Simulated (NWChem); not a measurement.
# What each level costs for IIn

```
In
I 1 2.8214
```
Charge 0, spin multiplicity 1.

Program: NWChem. The geometry was optimised at B3LYP/def2-SVP with def2 effective core potentials on In, I, a minimum by its harmonic frequencies.

Basis set: def2-TZVP (100 functions). Each entry is one whole single-point run; the coupled-cluster runs use the TCE module, and the SCF and DFT modules converge to different thresholds.

Effective core potentials replace the inner electrons of In, I; spin-orbit coupling is left out. The correlated methods keep 8 core orbitals frozen. B3LYP has NWChem's definition, with VWN1-RPA local correlation. The structure started from a generated list of species.

Task: Roughly how much processor time does each of these take, relative to RHF: MP2, B2PLYP, PBE, B3LYP, PBE0, CR-CCSD(T)?

Result: B3LYP about the same, within a factor of 3; PBE0 about the same, within a factor of 3; PBE about the same, within a factor of 3; MP2 about the same, within a factor of 3; B2PLYP about the same, within a factor of 3; CR-CCSD(T) about 30 (rough ratios from shared machines).
